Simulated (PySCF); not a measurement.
**Field gradients at the hydrogen positions**

C₆H₁₀F₃OP.
Cartesian coordinates in Å at the GFN2-xTB level; atoms count from 1:
```
atom  x, y, z in Å
C1    -2.9889   -0.9709   -0.3289
C2    -1.5399   -0.8165    0.0190
O3    -0.9053   -1.6205    0.6513
P4    -0.7818    0.8143   -0.5017
C5    -0.6543    0.4309   -2.3119
C6     0.9836    0.4199   -0.0559
C7     1.2057    0.5028    1.4518
C8     2.6767    0.3727    1.7838
F9     3.2151   -0.7664    1.3250
F10    3.4097    1.3709    1.2582
F11    2.9034    0.3969    3.1066
H12   -3.1731   -0.6726   -1.3583
H13   -3.3202   -1.9934   -0.1627
H14   -3.5535   -0.2998    0.3187
H15    0.0385    1.1451   -2.7527
H16   -0.2898   -0.5812   -2.4801
H17   -1.6246    0.5590   -2.7857
H18    1.2377   -0.5810   -0.4160
H19    1.6159    1.1532   -0.5659
H20    0.6757   -0.3069    1.9570
H21    0.8606    1.4604    1.8480
```

Level: PBE0/pcSseg-1 (PySCF, non-relativistic); Q(2H) = 0.00286 b; rigid geometry, the same for H and D, with no vibrational averaging.

Task: Rank these positions by the coupling χzz of a deuteron there, largest first.
A. H15 (methyl hydrogen)
B. H18 (methylene hydrogen)
C. H14 (methyl hydrogen)
D. H20 (methylene hydrogen)

Result: A (212 kHz), C (207 kHz), B (201 kHz), D (196 kHz).

Task: Tabulate Vzz, the asymmetry η and χzz = 234.96 MHz × Q × Vzz for every hydrogen position.

Result: 
| atom | bonded to | bond length (Å) | Vzz (au) | η | χzz (kHz) |
| --- | --- | --- | --- | --- | --- |
| H12 | C1 | 1.087 | 0.3132 | 0.04 | 210 |
| H13 | C1 | 1.088 | 0.3117 | 0.01 | 209 |
| H14 | C1 | 1.090 | 0.3081 | 0.03 | 207 |
| H15 | C5 | 1.088 | 0.3150 | 0.02 | 212 |
| H16 | C5 | 1.089 | 0.3119 | 0.01 | 210 |
| H17 | C5 | 1.087 | 0.3178 | 0.01 | 214 |
| H18 | C6 | 1.094 | 0.2987 | 0.05 | 201 |
| H19 | C6 | 1.094 | 0.2986 | 0.04 | 201 |
| H20 | C7 | 1.092 | 0.2923 | 0.06 | 196 |
| H21 | C7 | 1.092 | 0.2969 | 0.05 | 200 |

One conformer (not necessarily the lowest) at the GFN2-xTB geometry, without solvent, vibrations or thermal averaging. GFN2-xTB bond lengths can be off by several hundredths of an ångström, more for odd bonds, and the gradients follow them. These gradients aren't converged with respect to the basis.

The run behind these numbers computed NMR shieldings as well. Cost: about 2.6 min of CPU time on one thread; the machine was shared, so the figure is rough.
